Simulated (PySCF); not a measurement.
From computed data to an observable: oscillator strength and radiative lifetime

CH₅AlOS, SMILES [CH3][Al]([OH])[SH].

Geometry optimised at PBE0-D3(BJ)/def2-SVP. Other conformers were not sampled.

PySCF with TDDFT-CAM-B3LYP/def2-SVPD puts the first singlet state with f over 0.02 at 6.03 eV (vertical), with the transition dipole (0.000, 0.000, -0.621) in atomic units.

### Question
Find the oscillator strength, the wavelength and the radiative lifetime that this transition would have in vacuum if emission retraced absorption.

### Answer

|μ|² = 0.3856 au, so |μ| = 1.58 D. ΔE = 6.03/27.211 = 0.2216 hartree. f = (2/3) ΔE |μ|² = 0.057 (the program prints 0.057).
λ = 1239.84/6.03 = 206 nm; ν = 48635 cm⁻¹.
Einstein's coefficient A = 0.6670 ν² f s⁻¹ (ν in cm⁻¹) = 9.0e7 s⁻¹, so τ = 1/A = 11 ns. This state is S1. The figure is the radiative limit of this one transition; relaxation, internal conversion, crossing to triplets and a medium change what is measured.
